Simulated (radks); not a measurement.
Isoelectronic series with 9 electrons, each ion in its NIST ground configuration. Calculated with a radial shooting solver on a logarithmic mesh with Libxc functionals: scalar-relativistic Kohn-Sham, r2SCAN, spin-polarised, spherical densities, finite nucleus; open shells are filled with parallel spins first (spin-orbit coupling, left out, can overturn this in heavy ions); meta-GGA in the generalised Kohn-Sham scheme; Fermi nuclear charge, rms radius of each element as measured or else 0.836 A^(1/3) + 0.57 fm. Total energies (hartree) and mean radii <r> (bohr):

ion    configuration  E (hartree)  2p down   2p up  2s down
F       [He] 2s2 2p5    -99.79737    1.126   1.076    1.011
Mg3+    [He] 2s2 2p5   -196.55071   0.6455  0.6363   0.6725
P6+     [He] 2s2 2p5   -327.43680   0.4608  0.4568   0.5020
Ar9+    [He] 2s2 2p5   -492.57783   0.3593  0.3570   0.4001
Sc12+   [He] 2s2 2p5   -692.18412   0.2946  0.2931   0.3323
Cr15+   [He] 2s2 2p5   -926.52389   0.2496  0.2486   0.2839
Co18+   [He] 2s2 2p5  -1195.91852   0.2165  0.2158   0.2476
Zn21+   [He] 2s2 2p5  -1500.74283   0.1911  0.1905   0.2194
As24+   [He] 2s2 2p5  -1841.42651   0.1709  0.1705   0.1967
Kr27+   [He] 2s2 2p5  -2218.45792   0.1546  0.1542   0.1781
Mo33+   [He] 2s2 2p5  -3083.82235   0.1295  0.1292   0.1494
